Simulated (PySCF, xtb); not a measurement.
HOSi, SMILES [Si]=[OH+] (connectivity only; charge and spin as stated), charge +1, multiplicity 1.

The structure is a stationary point at r2SCAN-D4/def2-TZVPD. The isomer is the one that the SMILES or the coordinates give; other isomers of the formula were not compared.

These are IEF-PCM-PBE0/def2-TZVPD in PySCF 2.14.0 values and carry that method's errors.

The values are the electrostatic part of the solvation free energy, E(continuum) − E(gas) at the gas-phase geometry, in a cavity of scaled van der Waals radii (PySCF's table); cavitation and dispersion terms are not included. In vacuum the orbital gap is 8.07 eV.

Computed values in water (ε = 78.36), methanol (ε = 32.61), N,N-dimethylformamide (ε = 37.22):
| solvent | ε | ΔG(elec) (kcal/mol) | gap (eV) |
|---|---|---|---|
| water | 78.36 | -63.7 | 8.05 |
| methanol | 32.61 | -62.5 | 8.05 |
| N,N-dimethylformamide | 37.22 | -62.8 | 8.05 |

For comparison, GFN2-xTB/ALPB(water) (xtb, at the GFN2-xTB geometry, all terms of that model) gives -62.3 kcal/mol.
